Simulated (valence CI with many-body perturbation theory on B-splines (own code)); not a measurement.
# Xe⁴⁷⁺: fill in the table

Method: relativistic CI+MBPT: five valence electrons over a frozen Dirac-Fock core [He], radial functions for each j: 11 s, 11 p, 10 d, 8 f, 5 g, 2 h, with the one-electron correlation potential Σ1, the two-electron term Σ2, the three-electron term Σ3, Breit, model QED; selected CI, second order for the rest, scaled by the run's own slope (own B-spline code, finite nucleus).

The last digits are not significant, and no measured levels were compared; by estimate large intervals hold to a few tenths of a per cent, small ones and those within an open d or f shell to about a per cent. Among the levels kept, up to 7200 cm⁻¹ of a level comes from second order outside the variational space, and about a tenth of that is noise between levels of different J, which matters for small intervals.

| Level | E (× 10³ cm⁻¹) |
| --- | --- |
| (2s^2 2p1/2^2 2p3/2) J=3/2 | 0.00 |
| (2s^2 2p1/2 2p3/2^2) J=3/2 | 2599.2 |
| (2s^2 2p1/2 2p3/2^2) J=5/2 | ? |
| (2s^2 2p1/2 2p3/2^2) J=1/2 | 3012.5 |
| (2s 2p1/2^2 2p3/2^2) J=5/2 | 4357.6 |
| (2s 2p1/2^2 2p3/2^2) J=1/2 | 4911.5 |
| (2s 2p1/2^2 2p3/2^2) J=3/2 | ? |
| (2s^2 2p3/2^3) J=3/2 | 5621.2 |
| (2s 2p1/2 2p3/2^3) J=3/2 [a] | 7120.3 |
| (2s 2p1/2 2p3/2^3) J=5/2 | ? |
| (2s 2p1/2 2p3/2^3) J=1/2 | ? |
| (2s 2p1/2 2p3/2^3) J=3/2 [b] | 7768.6 |
| (2p1/2^2 2p3/2^3) J=3/2 | ? |
| (2s 2p3/2^4) J=1/2 | 10418 |
| (2p1/2 2p3/2^4) J=1/2 | 12481 |
| (2s^2 2p1/2^2 3s) J=1/2 | 36895 |
| (2s^2 2p1/2^2 3p1/2) J=1/2 | ? |
| (2s^2 2p1/2^2 3p3/2) J=3/2 | 38298 |
| (2s^2 2p1/2^2 3d3/2) J=3/2 | 38814 |
| (2s^2 2p1/2^2 3d5/2) J=5/2 | 39102 |

Levels are named by their leading jj configuration (3d3/2^4 stands for four electrons in 3d with j = 3/2), which in mixed levels can hold well under half, so a name can repeat and another be missing. Letters in brackets count levels of one name in rising energy.

Problem. The levels stand in rising order. What does the calculation give for the missing energies?

Solution. (2s^2 2p1/2 2p3/2^2) J=5/2 2760.6; (2s 2p1/2^2 2p3/2^2) J=3/2 4924.0; (2s 2p1/2 2p3/2^3) J=5/2 7382.1; (2s 2p1/2 2p3/2^3) J=1/2 7678.4; (2p1/2^2 2p3/2^3) J=3/2 9712.9; (2s^2 2p1/2^2 3p1/2) J=1/2 37427.
